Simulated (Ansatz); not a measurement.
A short molecular-dynamics run on `[NH2][Ti]([NH2])([NH2])[OH]`.

```yaml
crystal:
  periodic: [false, false, false]
  atoms:
    - {symbol: N, position_ang: [-1.545378, 0.423805, -0.696320]}
    - {symbol: Ti, position_ang: [0.143683, 0.173736, 0.112791]}
    - {symbol: N, position_ang: [-0.093433, -1.165819, 1.426464]}
    - {symbol: N, position_ang: [1.285791, -0.431492, -1.264090]}
    - {symbol: O, position_ang: [0.828019, 1.673842, 0.852331]}
    - {symbol: H, position_ang: [-2.385594, 0.685664, -0.199539]}
    - {symbol: H, position_ang: [-1.732815, 0.337105, -1.683652]}
    - {symbol: H, position_ang: [-0.810764, -1.875244, 1.397939]}
    - {symbol: H, position_ang: [0.422904, -1.223339, 2.292823]}
    - {symbol: H, position_ang: [1.932871, 0.176959, -1.746704]}
    - {symbol: H, position_ang: [1.516053, -1.396475, -1.450941]}
    - {symbol: H, position_ang: [0.515462, 2.566158, 0.992798]}
basis:
  gaussian: {orbitals: "6-31G*"}
hamiltonian: {xc: {name: BLYP}}
md: {timestep: 0.5 fs, n_steps: 30, ensemble: nve, temperature: 300, initial_velocities: maxwell_boltzmann, seed: 223}
```

```sh
$ ansatz run in.yaml --threads 4 --pin off --events-out ev --progress --plain --max-ram 11315MiB
```

```json
{"step": "0", "time (fs)": "0.0", "potential energy (eV)": "-29747.3972", "kinetic (eV)": "0.3878", "T (K)": "300", "conserved (eV)": "-29747.0094"}
{"step": "1", "time (fs)": "0.5", "potential energy (eV)": "-29747.3803", "kinetic (eV)": "0.3715", "T (K)": "287", "conserved (eV)": "-29747.0089"}
{"step": "2", "time (fs)": "1.0", "potential energy (eV)": "-29747.3562", "kinetic (eV)": "0.3482", "T (K)": "269", "conserved (eV)": "-29747.0080"}
{"step": "3", "time (fs)": "1.5", "potential energy (eV)": "-29747.3379", "kinetic (eV)": "0.3305", "T (K)": "256", "conserved (eV)": "-29747.0074"}
{"step": "4", "time (fs)": "2.0", "potential energy (eV)": "-29747.3348", "kinetic (eV)": "0.3274", "T (K)": "253", "conserved (eV)": "-29747.0074"}
{"step": "5", "time (fs)": "2.5", "potential energy (eV)": "-29747.3468", "kinetic (eV)": "0.3388", "T (K)": "262", "conserved (eV)": "-29747.0080"}
{"step": "6", "time (fs)": "3.0", "potential energy (eV)": "-29747.3648", "kinetic (eV)": "0.3561", "T (K)": "275", "conserved (eV)": "-29747.0088"}
{"step": "7", "time (fs)": "3.5", "potential energy (eV)": "-29747.3772", "kinetic (eV)": "0.3680", "T (K)": "285", "conserved (eV)": "-29747.0092"}
{"step": "8", "time (fs)": "4.0", "potential energy (eV)": "-29747.3764", "kinetic (eV)": "0.3672", "T (K)": "284", "conserved (eV)": "-29747.0092"}
{"step": "9", "time (fs)": "4.5", "potential energy (eV)": "-29747.3617", "kinetic (eV)": "0.3529", "T (K)": "273", "conserved (eV)": "-29747.0089"}
{"step": "10", "time (fs)": "5.0", "potential energy (eV)": "-29747.3381", "kinetic (eV)": "0.3297", "T (K)": "255", "conserved (eV)": "-29747.0084"}
{"step": "11", "time (fs)": "5.5", "potential energy (eV)": "-29747.3124", "kinetic (eV)": "0.3043", "T (K)": "235", "conserved (eV)": "-29747.0080"}
{"step": "12", "time (fs)": "6.0", "potential energy (eV)": "-29747.2906", "kinetic (eV)": "0.2828", "T (K)": "219", "conserved (eV)": "-29747.0078"}
{"step": "13", "time (fs)": "6.5", "potential energy (eV)": "-29747.2769", "kinetic (eV)": "0.2693", "T (K)": "208", "conserved (eV)": "-29747.0077"}
{"step": "14", "time (fs)": "7.0", "potential energy (eV)": "-29747.2731", "kinetic (eV)": "0.2654", "T (K)": "205", "conserved (eV)": "-29747.0077"}
{"step": "15", "time (fs)": "7.5", "potential energy (eV)": "-29747.2785", "kinetic (eV)": "0.2706", "T (K)": "209", "conserved (eV)": "-29747.0079"}
{"step": "16", "time (fs)": "8.0", "potential energy (eV)": "-29747.2901", "kinetic (eV)": "0.2818", "T (K)": "218", "conserved (eV)": "-29747.0083"}
{"step": "17", "time (fs)": "8.5", "potential energy (eV)": "-29747.3020", "kinetic (eV)": "0.2932", "T (K)": "227", "conserved (eV)": "-29747.0088"}
{"step": "18", "time (fs)": "9.0", "potential energy (eV)": "-29747.3069", "kinetic (eV)": "0.2977", "T (K)": "230", "conserved (eV)": "-29747.0092"}
{"step": "19", "time (fs)": "9.5", "potential energy (eV)": "-29747.2985", "kinetic (eV)": "0.2891", "T (K)": "224", "conserved (eV)": "-29747.0094"}
{"step": "20", "time (fs)": "10.0", "potential energy (eV)": "-29747.2751", "kinetic (eV)": "0.2661", "T (K)": "206", "conserved (eV)": "-29747.0090"}
{"step": "21", "time (fs)": "10.5", "potential energy (eV)": "-29747.2424", "kinetic (eV)": "0.2341", "T (K)": "181", "conserved (eV)": "-29747.0083"}
{"step": "22", "time (fs)": "11.0", "potential energy (eV)": "-29747.2118", "kinetic (eV)": "0.2042", "T (K)": "158", "conserved (eV)": "-29747.0076"}
{"step": "23", "time (fs)": "11.5", "potential energy (eV)": "-29747.1945", "kinetic (eV)": "0.1872", "T (K)": "145", "conserved (eV)": "-29747.0073"}
{"step": "24", "time (fs)": "12.0", "potential energy (eV)": "-29747.1943", "kinetic (eV)": "0.1866", "T (K)": "144", "conserved (eV)": "-29747.0077"}
{"step": "25", "time (fs)": "12.5", "potential energy (eV)": "-29747.2055", "kinetic (eV)": "0.1971", "T (K)": "152", "conserved (eV)": "-29747.0084"}
{"step": "26", "time (fs)": "13.0", "potential energy (eV)": "-29747.2171", "kinetic (eV)": "0.2082", "T (K)": "161", "conserved (eV)": "-29747.0089"}
{"step": "27", "time (fs)": "13.5", "potential energy (eV)": "-29747.2201", "kinetic (eV)": "0.2110", "T (K)": "163", "conserved (eV)": "-29747.0091"}
{"step": "28", "time (fs)": "14.0", "potential energy (eV)": "-29747.2110", "kinetic (eV)": "0.2021", "T (K)": "156", "conserved (eV)": "-29747.0089"}
{"step": "29", "time (fs)": "14.5", "potential energy (eV)": "-29747.1924", "kinetic (eV)": "0.1839", "T (K)": "142", "conserved (eV)": "-29747.0085"}
{"step": "30", "time (fs)": "15.0", "potential energy (eV)": "-29747.1698", "kinetic (eV)": "0.1617", "T (K)": "125", "conserved (eV)": "-29747.0081"}
```

Velocities are drawn at the set temperature; a run this short doesn't reach equilibrium.

Frames (Å, forces in eV/Å):

```xyz
12
time=0.0 fs
N    -1.545    0.424   -0.696    0.167   -0.036    0.032
Ti    0.144    0.174    0.113    0.051    0.168    0.099
N    -0.093   -1.166    1.426    0.038    0.063   -0.143
N     1.286   -0.431   -1.264   -0.239    0.027   -0.023
O     0.828    1.674    0.852    0.569   -0.490    0.069
H    -2.386    0.686   -0.200   -0.563    0.160    0.295
H    -1.733    0.337   -1.684   -0.161   -0.037   -0.600
H    -0.811   -1.875    1.398   -0.433   -0.460    0.024
H     0.423   -1.223    2.293    0.307   -0.057    0.563
H     1.933    0.177   -1.747    0.437    0.353   -0.308
H     1.516   -1.396   -1.451    0.186   -0.590   -0.139
H     0.515    2.566    0.993   -0.357    0.899    0.133
12
time=1.0 fs
N    -1.553    0.422   -0.694    0.786   -0.107    0.537
Ti    0.147    0.175    0.114   -0.102    0.077    0.047
N    -0.099   -1.167    1.426    1.305    0.973    0.455
N     1.286   -0.433   -1.268    0.340    0.254   -0.461
O     0.828    1.674    0.851    0.626   -0.571    0.064
H    -2.403    0.665   -0.223   -0.896    0.253    0.476
H    -1.699    0.343   -1.675   -0.279   -0.087   -1.257
H    -0.798   -1.857    1.387   -1.369   -1.387   -0.039
H     0.412   -1.228    2.313   -0.019    0.001   -0.014
H     1.942    0.193   -1.758   -0.101   -0.151    0.099
H     1.532   -1.400   -1.465    0.098   -0.271   -0.068
H     0.528    2.567    0.999   -0.389    1.016    0.160
12
time=2.0 fs
N    -1.560    0.419   -0.691    0.877   -0.110    0.647
Ti    0.150    0.176    0.116   -0.261   -0.018   -0.010
N    -0.104   -1.167    1.427    1.871    1.256    0.956
N     1.286   -0.435   -1.272    0.833    0.277   -0.832
O     0.828    1.673    0.850    0.515   -0.102    0.158
H    -2.428    0.647   -0.242   -0.809    0.218    0.394
H    -1.668    0.348   -1.678   -0.296   -0.074   -1.261
H    -0.797   -1.853    1.375   -1.642   -1.667   -0.073
H     0.401   -1.232    2.333   -0.298    0.040   -0.516
H     1.950    0.208   -1.768   -0.515   -0.553    0.414
H     1.548   -1.407   -1.480   -0.027    0.149    0.032
H     0.537    2.577    1.006   -0.247    0.584    0.092
12
time=3.0 fs
N    -1.567    0.417   -0.688    0.535   -0.060    0.296
Ti    0.152    0.178    0.117   -0.423   -0.120   -0.077
N    -0.108   -1.167    1.428    1.407    0.680    1.145
N     1.286   -0.437   -1.276    1.099    0.167   -1.023
O     0.829    1.673    0.848    0.340    0.625    0.305
H    -2.461    0.631   -0.257   -0.332    0.092    0.114
H    -1.640    0.353   -1.692   -0.279   -0.016   -0.609
H    -0.812   -1.863    1.363   -1.017   -1.059   -0.030
H     0.388   -1.236    2.348   -0.439    0.051   -0.774
H     1.954    0.217   -1.774   -0.705   -0.738    0.559
H     1.565   -1.412   -1.495   -0.149    0.490    0.128
H     0.544    2.592    1.015   -0.038   -0.110   -0.032
12
time=4.0 fs
N    -1.574    0.414   -0.684    0.072    0.003   -0.259
Ti    0.155    0.179    0.118   -0.580   -0.230   -0.154
N    -0.111   -1.166    1.429    0.393   -0.265    0.982
N     1.288   -0.438   -1.282    1.082    0.009   -0.987
O     0.829    1.673    0.847    0.206    1.234    0.435
H    -2.497    0.616   -0.272    0.290   -0.045   -0.197
H    -1.615    0.357   -1.712   -0.292    0.044    0.279
H    -0.837   -1.883    1.350    0.008   -0.053    0.071
H     0.370   -1.240    2.356   -0.419    0.036   -0.736
H     1.950    0.220   -1.775   -0.651   -0.676    0.519
H     1.580   -1.413   -1.508   -0.233    0.637    0.192
H     0.551    2.607    1.023    0.124   -0.696   -0.145
12
time=5.0 fs
N    -1.580    0.412   -0.681   -0.249    0.050   -0.733
Ti    0.158    0.180    0.120   -0.723   -0.341   -0.234
N    -0.113   -1.165    1.431   -0.580   -1.015    0.540
N     1.290   -0.440   -1.287    0.770   -0.149   -0.716
O     0.830    1.674    0.847    0.164    1.500    0.499
H    -2.530    0.601   -0.288    0.801   -0.134   -0.406
H    -1.592    0.362   -1.730   -0.339    0.077    0.987
H    -0.861   -1.904    1.339    0.855    0.786    0.171
H     0.348   -1.243    2.357   -0.257    0.004   -0.422
H     1.941    0.216   -1.771   -0.368   -0.369    0.308
H     1.593   -1.407   -1.519   -0.258    0.547    0.207
H     0.558    2.615    1.029    0.185   -0.955   -0.201
12
time=6.0 fs
N    -1.586    0.409   -0.678   -0.312    0.065   -0.985
Ti    0.160    0.181    0.121   -0.846   -0.447   -0.306
N    -0.116   -1.165    1.434   -1.245   -1.365   -0.058
N     1.292   -0.441   -1.294    0.216   -0.273   -0.255
O     0.831    1.675    0.846    0.218    1.351    0.474
H    -2.556    0.584   -0.308    1.056   -0.158   -0.458
H    -1.573    0.368   -1.738   -0.389    0.079    1.321
H    -0.877   -1.918    1.329    1.303    1.240    0.228
H     0.324   -1.246    2.354   -0.006   -0.035    0.077
H     1.929    0.209   -1.764    0.083    0.125   -0.029
H     1.603   -1.397   -1.529   -0.215    0.238    0.171
H     0.567    2.614    1.034    0.136   -0.819   -0.179
12
time=7.0 fs
N    -1.593    0.407   -0.676   -0.095    0.044   -0.971
Ti    0.163    0.182    0.122   -0.943   -0.539   -0.360
N    -0.120   -1.166    1.437   -1.498   -1.324   -0.605
N     1.295   -0.443   -1.300   -0.414   -0.290    0.263
O     0.832    1.678    0.846    0.352    0.820    0.360
H    -2.572    0.566   -0.332    1.000   -0.123   -0.357
H    -1.557    0.374   -1.734   -0.409    0.056    1.237
H    -0.882   -1.920    1.320    1.339    1.292    0.226
H     0.300   -1.250    2.352    0.241   -0.059    0.572
H     1.917    0.203   -1.758    0.548    0.643   -0.375
H     1.612   -1.384   -1.537   -0.115   -0.202    0.092
H     0.578    2.605    1.037   -0.007   -0.318   -0.080
12
time=8.0 fs
N    -1.600    0.405   -0.675    0.375   -0.006   -0.676
Ti    0.165    0.183    0.123   -1.015   -0.612   -0.394
N    -0.125   -1.168    1.439   -1.232   -0.918   -0.837
N     1.297   -0.445   -1.307   -0.841   -0.105    0.624
O     0.834    1.680    0.846    0.524    0.074    0.190
H    -2.578    0.546   -0.359    0.633   -0.047   -0.130
H    -1.545    0.381   -1.719   -0.375    0.019    0.744
H    -0.873   -1.910    1.315    0.965    0.943    0.150
H     0.278   -1.254    2.355    0.370   -0.047    0.812
H     1.910    0.204   -1.755    0.791    0.921   -0.555
H     1.619   -1.374   -1.544    0.001   -0.609    0.002
H     0.588    2.594    1.040   -0.197    0.385    0.069
12
time=9.0 fs
N    -1.606    0.402   -0.674    1.001   -0.071   -0.123
Ti    0.167    0.184    0.124   -1.065   -0.665   -0.411
N    -0.131   -1.170    1.441   -0.396   -0.155   -0.596
N     1.299   -0.447   -1.313   -0.851    0.272    0.672
O     0.835    1.683    0.846    0.651   -0.544    0.039
H    -2.579    0.526   -0.388    0.037    0.045    0.165
H    -1.537    0.388   -1.696   -0.281   -0.017   -0.080
H    -0.856   -1.891    1.310    0.187    0.188   -0.005
H     0.260   -1.258    2.366    0.329    0.008    0.655
H     1.910    0.212   -1.757    0.664    0.774   -0.460
H     1.626   -1.369   -1.551    0.072   -0.789   -0.052
H     0.597    2.586    1.043   -0.346    0.953    0.195
12
time=10.0 fs
N    -1.612    0.400   -0.673    1.582   -0.128    0.524
Ti    0.168    0.185    0.125   -1.100   -0.701   -0.419
N    -0.136   -1.172    1.442    0.808    0.838    0.006
N     1.301   -0.449   -1.318   -0.490    0.652    0.445
O     0.837    1.686    0.846    0.651   -0.668   -0.004
H    -2.579    0.507   -0.415   -0.574    0.115    0.438
H    -1.532    0.395   -1.674   -0.146   -0.038   -0.980
H    -0.837   -1.871    1.305   -0.839   -0.823   -0.218
H     0.245   -1.263    2.383    0.162    0.082    0.198
H     1.917    0.228   -1.764    0.260    0.286   -0.165
H     1.634   -1.371   -1.559    0.052   -0.638   -0.039
H     0.602    2.587    1.047   -0.367    1.022    0.214
12
time=11.0 fs
N    -1.616    0.397   -0.671    1.859   -0.148    0.919
Ti    0.170    0.185    0.126   -1.125   -0.725   -0.427
N    -0.142   -1.174    1.443    1.770    1.588    0.628
N     1.302   -0.450   -1.324    0.002    0.850    0.123
O     0.840    1.688    0.846    0.516   -0.244    0.081
H    -2.584    0.488   -0.438   -0.881    0.134    0.589
H    -1.527    0.401   -1.662   -0.031   -0.040   -1.510
H    -0.826   -1.858    1.299   -1.597   -1.585   -0.387
H     0.231   -1.266    2.402   -0.029    0.142   -0.313
H     1.926    0.247   -1.772   -0.186   -0.282    0.157
H     1.642   -1.379   -1.567   -0.047   -0.233    0.032
H     0.604    2.598    1.054   -0.251    0.544    0.107
12
time=12.0 fs
N    -1.620    0.395   -0.670    1.695   -0.120    0.762
Ti    0.171    0.186    0.127   -1.141   -0.739   -0.440
N    -0.146   -1.175    1.445    1.828    1.529    0.919
N     1.303   -0.451   -1.329    0.395    0.839   -0.123
O     0.842    1.690    0.846    0.326    0.408    0.225
H    -2.598    0.471   -0.456   -0.687    0.101    0.583
H    -1.524    0.407   -1.663    0.001   -0.034   -1.333
H    -0.829   -1.860    1.288   -1.504   -1.507   -0.370
H     0.217   -1.269    2.417   -0.164    0.165   -0.663
H     1.934    0.263   -1.778   -0.497   -0.709    0.380
H     1.650   -1.390   -1.574   -0.173    0.234    0.121
H     0.604    2.613    1.062   -0.078   -0.167   -0.060
12
time=13.0 fs
N    -1.622    0.392   -0.667    1.213   -0.057    0.132
Ti    0.172    0.186    0.128   -1.148   -0.746   -0.456
N    -0.149   -1.175    1.447    1.026    0.733    0.758
N     1.304   -0.451   -1.334    0.562    0.702   -0.203
O     0.845    1.693    0.847    0.166    0.917    0.339
H    -2.618    0.455   -0.468   -0.110    0.049    0.471
H    -1.520    0.413   -1.677   -0.052   -0.037   -0.578
H    -0.847   -1.876    1.275   -0.639   -0.658   -0.153
H     0.201   -1.269    2.427   -0.206    0.149   -0.751
H     1.937    0.272   -1.781   -0.603   -0.894    0.453
H     1.656   -1.398   -1.581   -0.270    0.583    0.189
H     0.602    2.627    1.069    0.061   -0.742   -0.202
12
time=14.0 fs
N    -1.624    0.389   -0.665    0.677    0.010   -0.608
Ti    0.173    0.186    0.128   -1.142   -0.745   -0.472
N    -0.151   -1.174    1.450   -0.006   -0.179    0.267
N     1.305   -0.451   -1.339    0.456    0.515   -0.083
O     0.848    1.695    0.847    0.081    1.078    0.368
H    -2.639    0.440   -0.475    0.543    0.010    0.340
H    -1.517    0.419   -1.696   -0.139   -0.053    0.307
H    -0.871   -1.898    1.260    0.366    0.338    0.128
H     0.184   -1.269    2.429   -0.155    0.102   -0.565
H     1.934    0.273   -1.780   -0.494   -0.808    0.372
H     1.660   -1.401   -1.585   -0.304    0.709    0.211
H     0.602    2.634    1.075    0.117   -0.977   -0.265
12
time=15.0 fs
N    -1.624    0.387   -0.663    0.301    0.057   -1.161
Ti    0.174    0.186    0.129   -1.118   -0.733   -0.480
N    -0.153   -1.174    1.453   -0.805   -0.778   -0.377
N     1.307   -0.450   -1.345    0.076    0.320    0.230
O     0.851    1.699    0.848    0.083    0.833    0.294
H    -2.655    0.424   -0.480    1.009   -0.004    0.250
H    -1.515    0.423   -1.713   -0.207   -0.073    0.963
H    -0.891   -1.917    1.246    1.066    1.036    0.347
H     0.165   -1.267    2.427   -0.034    0.039   -0.165
H     1.927    0.266   -1.776   -0.185   -0.461    0.150
H     1.661   -1.397   -1.588   -0.263    0.582    0.179
H     0.602    2.632    1.077    0.076   -0.817   -0.231
```

Hardware: 4 threads of an Intel Xeon Platinum 8259CL on a shared host. Wall time 54 s, peak host memory 0.57 GiB.
